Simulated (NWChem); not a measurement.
Species: CH$_{4}$OSSe; SMILES O[Se]SC

```xyz
8

Se     0.3663    -0.8025    -0.1231
O     -1.2774    -1.5412     0.2795
H     -1.2045    -1.8180     1.2165
S      0.2597     1.2580     0.6131
C     -0.6199     2.1560    -0.7230
H     -0.0678     2.0820    -1.6787
H     -0.6706     3.2168    -0.4040
H     -1.6454     1.7579    -0.8376
```
Atoms are numbered in this order, from 1.

Level: PBE-D3(BJ)/def2-SVP (NWChem), optimised geometry, unscaled harmonic frequencies. This build's default masses of Se (78.918 u) and Br (79.917 u) are each other's, which moves their modes by up to 0.6 %.

```json
[
 {"frequency (cm⁻¹)": "100", "IR intensity (km/mol)": "2.8"},
 {"frequency (cm⁻¹)": "127", "IR intensity (km/mol)": "0.2"},
 {"frequency (cm⁻¹)": "195", "IR intensity (km/mol)": "5.2"},
 {"frequency (cm⁻¹)": "218", "IR intensity (km/mol)": "1.6"},
 {"frequency (cm⁻¹)": "385", "IR intensity (km/mol)": "17.4"},
 {"frequency (cm⁻¹)": "414", "IR intensity (km/mol)": "89.8"},
 {"frequency (cm⁻¹)": "592", "IR intensity (km/mol)": "67.8"},
 {"frequency (cm⁻¹)": "670", "IR intensity (km/mol)": "2.5"},
 {"frequency (cm⁻¹)": "919", "IR intensity (km/mol)": "3.2"},
 {"frequency (cm⁻¹)": "922", "IR intensity (km/mol)": "7.3"},
 {"frequency (cm⁻¹)": "1048", "IR intensity (km/mol)": "48.8"},
 {"frequency (cm⁻¹)": "1263", "IR intensity (km/mol)": "3.8"},
 {"frequency (cm⁻¹)": "1381", "IR intensity (km/mol)": "11.4"},
 {"frequency (cm⁻¹)": "1398", "IR intensity (km/mol)": "9.5"},
 {"frequency (cm⁻¹)": "2980", "IR intensity (km/mol)": "12.4"},
 {"frequency (cm⁻¹)": "3091", "IR intensity (km/mol)": "1.0"},
 {"frequency (cm⁻¹)": "3109", "IR intensity (km/mol)": "1.5"},
 {"frequency (cm⁻¹)": "3656", "IR intensity (km/mol)": "68.7"}
]
```

```json
{
  "zero_point_energy": "32.1 kcal/mol",
  "thermal correction to the enthalpy at 298.15 K (with zero-point energy)": "36.7 kcal/mol",
  "heat capacity Cv": "20.0 cal/(mol K)",
  "entropy at 298.15 K and 1 atm (symmetry number 1)": "81.3 cal/(mol K)",
  "dipole_moment": "0.69 D"
}
```

Rigid rotor and harmonic oscillator; modes under 100 cm⁻¹ make the entropy uncertain.
